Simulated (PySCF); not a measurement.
# Correlation energy of C (carbon, neutral)

[He] 2s1 2p2 3s1, high-spin 5P determinant (an excited configuration). Calculation: PySCF 2.14, in x2c-TZVPPall with one added diffuse shell each of s, p, d type (6s4p3d1f, 40 functions); scalar relativity by spin-free X2C-1e. Frozen: 1s2; 4 electrons correlated.

MP2 pair energies summed by pair of shells (mhartree):

| pair | energy | share (%) |
| --- | --- | --- |
| 2p-2p | -6.90 | 45.9 |
| 2s-2p | -4.48 | 29.9 |
| 2p-3s | -2.85 | 19.0 |
| 2s-3s | -0.78 | 5.2 |

Total MP2 correlation energy: -15.02 mhartree.

Same-spin part -15.02 and opposite-spin part 0.00 mhartree; SCS-MP2 scales them by 1/3 and 6/5 to -5.01 mhartree.
